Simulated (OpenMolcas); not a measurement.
Levels of Se²⁺ by method

* Program: OpenMolcas 26.06
* Basis: ANO-RCC-VQZP [7s6p4d2f1g]
* Scalar Hamiltonian: DKH2, point nucleus
* Active space: 4 electrons in 9 orbitals (RAS2 4s 4p; RAS3 4d, at most 2 electrons)
* State averaging: 2S+1 = 3 even, 6 roots; 2S+1 = 1 even, 12 roots; 2S+1 = 5 odd, 1 root; 2S+1 = 3 odd, 8 roots; 2S+1 = 1 odd, 8 roots
* Spin-orbit coupling: RASSI with atomic mean-field integrals over the reference wave functions, term energies averaged over their components

Methods on the same reference wave functions:
A. RASSCF
B. SS-RASPT2, IPEA 0.25 Eh, imaginary shift 0.1 Eh (closed shells correlated: 3d)
C. MS-RASPT2, IPEA 0.25 Eh, imaginary shift 0.1 Eh (closed shells correlated: 3d)

Energies in cm-1 above 4s2 4p2 3P0, the measured ground level; measured values from Moore, Atomic Energy Levels, vol. II, NSRDS-NBS 35 (1971 reprint of NBS Circular 467, 1952).

```csv
Level,A,B,C,Measured
4s2 4p2 3P0,0.0,0.0,0.0,0.0
4s2 4p2 3P1,1477,1503,1511,1741
4s2 4p2 3P2,3506,3490,3510,3937
4s2 4p2 1D2,14473,12920,12930,13032
4s2 4p2 1S0,30219,28160,28040,
4s 4p3 5S* 2,60122,64990,65040,
4s 4p3 3D* 1,88932,90550,90600,
4s 4p3 3D* 2,88981,90610,90660,92723
4s 4p3 3D* 3,89345,90990,91030,
4s 4p3 3P* 2,104053,104770,104820,
4s 4p3 3P* 0,104084,104800,104850,
4s 4p3 3P* 1,104160,104880,104930,106591
```

Deviations, from unrounded energies. A percentage is the sum of absolute deviations over the sum of measured energies, with the sign that they share, or ± where signs differ.

```tsv
Against measurement	Levels	A	B	C
mean absolute deviation (cm-1)	5	1700	920	900
fine structure of the ground term (%)	2	-12.2	-12.0	-11.6
other terms of the ground configuration (%)	1	+11.1	-0.8	-0.8
other configurations (%)	2	-3.1	-1.9	-1.9
```

B, C lie about equally close to measurement and A furthest from it. The largest miss of C in the table is 4s 4p3 3D* 2, by -2100 cm-1. The ranking rests on the paired levels alone, and a cruder setting can come out closer through cancelling errors.

Between B and C the level of the table that moves most is 4s2 4p2 1S0, by 120 cm-1 (lowest in C, highest in B). Moves below CASPT2's spread within the term are not significant.

From A to B the spin-free energies of the other terms of 4s2 4p2 shown, above 3P, scale by factors of 0.86 to 0.92.

The lowest spin-free term lies below A's lowest term by 0.113 hartree in B, 0.113 hartree in C.

CASPT2 breaks the degeneracy within a term, and the mean is taken; among the terms shown or strongly mixed into the levels shown the widest spread is 15 cm-1 (4s 4p3 3D*, C). The run also gave levels led by 4s 4p2 4d, 4s2 4p 4d, which use shells meant for correlation; these and all levels above them are left out. Some terms mix strongly with configurations of 4d, whose occupation reaches 0.19 (4s 4p3 3D*, 4s 4p3 3P*). Computed and measured levels are paired by configuration, term and J; levels that our copy of the source lacks, or whose pairing is in doubt (as where it misses far off the trend of its configuration), stay unpaired and out of the deviations. Levels of configurations outside the active space are missing. Levels that lie high or do not pair safely by name in every column are left out.

* marks odd parity.
